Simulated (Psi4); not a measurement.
C3H6AuN (SMILES C[N+]#[C-]->[Au][CH3]), singlet, geometry from GFN2-xTB (such geometries of metal compounds can be far from the true shape) (core potentials on Au); M06-2X/def2-SVP in Psi4.

The Psi4 input:
```
memory 2 GB

molecule mol {
0 1
  Au    0.338123   -0.008914   -0.364234
  C     1.547428    0.984706   -1.669999
  H     2.527226    0.519347   -1.769159
  H     1.739481    2.018106   -1.385095
  H     1.137504    1.028773   -2.678100
  C    -2.614778   -0.230712    2.818102
  N    -1.679294   -0.443917    1.809980
  C    -0.896463   -0.625982    0.967688
  H    -2.484626    0.773689    3.225579
  H    -2.472998   -0.967325    3.611082
  H    -3.620357   -0.329005    2.405548
}

set basis def2-svp
set reference rks
set e_convergence 1e-8

energy('m06-2x')
print_variables()
```

The log (banner, timings and long lists left out):

```
   => Loading Basis Set <=

    Name: DEF2-SVP
    Role: ORBITAL
    Keyword: BASIS

    !!!  WARNING: ECP capability is in beta. Please check occupations closely.  !!!

         ---------------------------------------------------------
                                   SCF
               by Justin Turney, Rob Parrish, Andy Simmonett
                          and Daniel G. A. Smith
                              RKS Reference
         ---------------------------------------------------------

  ==> Geometry <==

    Molecular point group: c1
    Full point group: C1

    Geometry (in Angstrom), charge = 0, multiplicity = 1:

       Center              X                  Y                   Z               Mass
    ------------   -----------------  -----------------  -----------------  -----------------
         AU           0.273624115020     0.004399029816    -0.294789510619   196.966568790000
         C            1.482929115020     0.998019029816    -1.600554510619    12.000000000000
         H            2.462727115020     0.532660029816    -1.699714510619     1.007825032230
         H            1.674982115020     2.031419029816    -1.315650510619     1.007825032230
         H            1.073005115020     1.042086029816    -2.608655510619     1.007825032230
         C           -2.679276884980    -0.217398970184     2.887546489381    12.000000000000
         N           -1.743792884980    -0.430603970184     1.879424489381    14.003074004430
         C           -0.960961884980    -0.612668970184     1.037132489381    12.000000000000
         H           -2.549124884980     0.787002029816     3.295023489381     1.007825032230
         H           -2.537496884980    -0.954011970184     3.680526489381     1.007825032230
         H           -3.684855884980    -0.315691970184     2.474992489381     1.007825032230

  Running in c1 symmetry.

  Rotational constants: A =      0.93900  B =      0.03495  C =      0.03412 [cm^-1]
  Rotational constants: A =  28150.62215  B =   1047.84767  C =   1023.00696 [MHz]
  Nuclear repulsion =  206.399537577727273

  Charge       = 0
  Multiplicity = 1
  Electrons    = 50
  Nalpha       = 25
  Nbeta        = 25

  ==> Algorithm <==

  SCF Algorithm Type is DF.
  DIIS enabled.
  MOM disabled.
  Fractional occupation disabled.
  Guess Type is SAD.
  Energy threshold   = 1.00e-08
  Density threshold  = 1.00e-06
  Integral threshold = 1.00e-12

  ==> Primary Basis <==

  Basis Set: DEF2-SVP
    Blend: DEF2-SVP
[...]
   @DF-RKS iter   6:  -308.05165953493042   -3.00128e-04   3.20399e-05 DIIS
   @DF-RKS iter   7:  -308.05166742188590   -7.88696e-06   1.97375e-05 DIIS
   @DF-RKS iter   8:  -308.05167021384943   -2.79196e-06   3.58048e-06 DIIS
   @DF-RKS iter   9:  -308.05167036579371   -1.51944e-07   1.19335e-06 DIIS
   @DF-RKS iter  10:  -308.05167038016077   -1.43671e-08   3.55886e-07 DIIS
   @DF-RKS iter  11:  -308.05167038150495   -1.34418e-09   6.94451e-08 DIIS
  Energy and wave function converged.

  ==> Post-Iterations <==

   Electrons on quadrature grid:
      Ntotal   =   49.9999965030 ; deviation = -3.497e-06

    Orbital Energies [Eh]
    ---------------------

    Doubly Occupied:

[...]
      25A     -0.275473

    Virtual:

[...]
    Final Occupation by Irrep:
              A
    DOCC [    25 ]
    NA   [    25 ]
    NB   [    25 ]

  @DF-RKS Final Energy:  -308.05167038150495

   => Energetics <=

    Nuclear Repulsion Energy =            206.3995375777272727
    One-Electron Energy =                -879.3331187233063702
    Two-Electron Energy =                 383.3724850522855832
    DFT Exchange-Correlation Energy =     -18.4905742882114765
    Empirical Dispersion Energy =           0.0000000000000000
    VV10 Nonlocal Energy =                  0.0000000000000000
    Total Energy =                       -308.0516703815049482

Computation Completed

Properties will be evaluated at   0.000000,   0.000000,   0.000000 [a0]

Properties computed using the SCF density matrix

 Multipole Moments:

 ------------------------------------------------------------------------------------
     Multipole            Electronic (a.u.)      Nuclear  (a.u.)        Total (a.u.)
 ------------------------------------------------------------------------------------

 L = 1.  Multiply by 2.5417464519 to convert [e a0] to [Debye]
 Dipole X            :         42.5858484          -44.4318326           -1.8459842
 Dipole Y            :         -2.6077077            2.2686606           -0.3390471
 Dipole Z            :        -45.8713791           47.8596564            1.9882773
 Magnitude           :                                                    2.7342014

 ------------------------------------------------------------------------------------

  Variable Map:
  ----------------------------------------------------------------------------
[...]
  Array Variable Map:
  ----------------------------------------------------------------------------
[...]
[...]
```
